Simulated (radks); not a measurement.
Question: Ir41+, configuration [Kr]. Method: scalar-relativistic Kohn-Sham, exchange-only LDA, spin-polarised, spherical densities, point nucleus; computed with a radial shooting solver on a logarithmic mesh with Libxc functionals. Some entries of the table are withheld. Estimate them.

| orbital | occ. | eigenvalue (hartree) | <r> (bohr) | <1/r> (bohr^-1) |
|---|---|---|---|---|
| 1s | 2 | -2865.683 | (1) | (2) |
| 2s | 2 | -559.1141 | 0.07359 | 21.60 |
| 2p | 6 | -495.0971 | 0.06620 | 19.36 |
| 3s | 2 | (3) | 0.1883 | (4) |
| 3p | 6 | -163.1301 | 0.1885 | 7.450 |
| 3d | 10 | -143.0197 | (5) | (6) |
| 4s | 2 | -83.75291 | 0.3808 | 3.894 |
| 4p | 6 | -76.77306 | 0.3923 | 3.628 |

Answer: 
(1) 1s <r> (bohr): 0.01745
(2) 1s <1/r> (bohr^-1): 92.17
(3) 3s eigenvalue (hartree): -181.9103
(4) 3s <1/r> (bohr^-1): 8.108
(5) 3d <r> (bohr): 0.1699
(6) 3d <1/r> (bohr^-1): 7.026
